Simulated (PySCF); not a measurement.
# Electronic absorption of CH9ClO2Si3

CH9ClO2Si3.
InChI=1S/CH9ClO2Si3/c1-3-7(2,6)4-5/h1,5-6H3/t7-/m1/s1

Computed with PySCF 2.14.0, density-fitted response routines, TDDFT B3LYP/def2-SVPD, vertical, gas phase, core orbitals frozen in the response. Isolated species at its GFN2-xTB geometry (one conformer only). GFN2-xTB frequencies show an imaginary mode (26i cm⁻¹), so this geometry is no minimum at that level. Torsions of this conformer, `[CH3:1][O:2][Si@:3]([SiH3:4])([Cl:5])[O:6][SiH3:7]`: C1–O2–Si3–Si4 67°, O2–Si3–O6–Si7 60°.

Q: Predict the UV-vis stick spectrum at this level.

A: 

```json
{"state": "S1", "E (eV)": "6.81", "E (hartree)": "0.2502", "f": "0.040", "main configurations (H = HOMO, L = LUMO)": "H→L (89%)"}
{"state": "S2", "E (eV)": "6.88", "E (hartree)": "0.2527", "f": "0.043", "main configurations (H = HOMO, L = LUMO)": "H→L+1 (66%), H→L+2 (27%)"}
{"state": "S3", "E (eV)": "7.06", "E (hartree)": "0.2593", "f": "0.066", "main configurations (H = HOMO, L = LUMO)": "H→L+2 (62%), H→L+1 (28%)"}
{"state": "S4", "E (eV)": "7.24", "E (hartree)": "0.2660", "f": "0.013", "main configurations (H = HOMO, L = LUMO)": "H-1→L (83%)"}
{"state": "S5", "E (eV)": "7.33", "E (hartree)": "0.2694", "f": "0.016", "main configurations (H = HOMO, L = LUMO)": "H-1→L+1 (50%), H-1→L+2 (24%), H-2→L (15%)"}
{"state": "S6", "E (eV)": "7.40", "E (hartree)": "0.2718", "f": "0.027", "main configurations (H = HOMO, L = LUMO)": "H-2→L (42%), H-1→L+1 (32%), H-1→L+2 (10%)"}
{"state": "S7", "E (eV)": "7.49", "E (hartree)": "0.2753", "f": "0.0064", "main configurations (H = HOMO, L = LUMO)": "H-3→L (33%), H-1→L+2 (31%), H-2→L (13%)"}
{"state": "S8", "E (eV)": "7.62", "E (hartree)": "0.2800", "f": "0.025", "main configurations (H = HOMO, L = LUMO)": "H-2→L+1 (52%), H-2→L (16%), H-3→L (13%)"}
```

Triplets, Tamm–Dancoff:

| state | E (eV) | λ (nm) | main configurations (H = HOMO, L = LUMO) |
| --- | --- | --- | --- |
| T1 | 6.15 | 201.7 | H→L (61%), H→L+1 (26%) |
| T2 | 6.18 | 200.8 | H→L+1 (47%), H→L+2 (28%), H→L (16%) |
| T3 | 6.86 | 180.7 | H→L+2 (56%), H→L+1 (13%) |

The lowest singlet lies at 6.81 eV (182 nm, vacuum ultraviolet) and is of moderate strength; its leading configuration is HOMO→LUMO (89%). The most intense listed level is S3 at 7.06 eV (176 nm, f = 0.066), 0.25 eV above S1. Löwdin shares by element: HOMO silicon 34% or more, oxygen 30% or more, chlorine 9% (atoms not listed hold the other 27%); LUMO silicon 51%, chlorine 8% (atoms not listed hold the other 40%). Orbital energies (eV): HOMO-3 -8.86, HOMO-2 -8.74, HOMO-1 -8.50, HOMO -8.01, LUMO -0.33, LUMO+1 -0.26, LUMO+2 -0.16. Of the 8 states listed, 7 reach f = 0.01 and none stays under 0.0005. The listed states span 0.81 eV. Only the lowest 8 singlets were computed, as vertical energies without vibronic structure.

Time: 60 s; peak memory 1.0 GiB. Hardware: one thread of an Intel Xeon Platinum 8259CL at 2.50 GHz, on a shared host.
